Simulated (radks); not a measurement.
Sn IV, configuration [Kr] 4d9.5 5s1 5p0.5 (fractional occupations, a model configuration). Method: scalar-relativistic Kohn-Sham, BP86, spin-polarised, spherical densities, finite nucleus; open shells are filled with parallel spins first (spin-orbit coupling, left out, can overturn this in heavy ions); Fermi nuclear charge, rms radius 4.6519 fm; computed with a radial shooting solver on a logarithmic mesh with Libxc functionals.

Unscreened Slater integrals over Kohn-Sham orbitals (cm^-1). They are taken over the spin-up orbitals.

| integral | value |
|---|---|
| F0(5p,5p) | 82140 |
| F2(5p,5p) | 44970 |
| F0(5p,5s) | 87665 |
| G1(5p,5s) | 58733 |
| F0(5p,4d) | 101370 |
| F2(5p,4d) | 30086 |
| G1(5p,4d) | 10727 |
| G3(5p,4d) | 9665.8 |
| F0(5p,4p) | 103620 |
| F2(5p,4p) | 24869 |
| G0(5p,4p) | 5032.5 |
| G2(5p,4p) | 6458.8 |
| F0(5s,5s) | 95007 |
| F0(5s,4d) | 114810 |
| G2(5s,4d) | 16649 |
| F0(5s,4p) | 117930 |
| G1(5s,4p) | 8530.1 |
| F0(4d,4d) | 185380 |
| F2(4d,4d) | 93284 |
| F4(4d,4d) | 61494 |
| F0(4d,4p) | 201990 |
| F2(4d,4p) | 101560 |
| G1(4d,4p) | 128870 |
| G3(4d,4p) | 79349 |
| F0(4p,4p) | 223860 |
| F2(4p,4p) | 117450 |

Derived for the open shells (J is the average intra-shell exchange parameter used in DFT+U). 4d: Racah B = F2/49 - 5 F4/441 = 1207 cm^-1, C = 35 F4/441 = 4880 cm^-1, C/B = 4.05, F4/F2 = 0.659, J = (F2 + F4)/14 = 11060 cm^-1. 5p: J = F2/5 = 8994 cm^-1.
